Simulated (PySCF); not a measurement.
InF₃, optimised at PBE0/def2-TZVP:

```xyz
4

In     0.3798    -0.1489    -0.2481
F     -0.1600     0.8479    -1.7960
F     -0.1815    -1.9718    -0.0407
F      1.4826     0.6745     1.0887
```

Energies from PySCF (xtb for GFN2), thermal terms from the rigid-rotor harmonic-oscillator model, ideal gas at 1 bar. All species are closed-shell singlets. In: scalar-relativistic def2 core potential, no spin-orbit coupling.

Q: List the harmonic frequencies (cm⁻¹, unscaled) at this level and at the other levels, each on its own geometry.

A: 
- PBE0/def2-TZVP: 121, 124, 142, 603, 637, 637
- GFN2-xTB: 73, 73, 95, 292, 361, 361
- PBE/def2-SVP: 108, 114, 136, 570, 619, 620
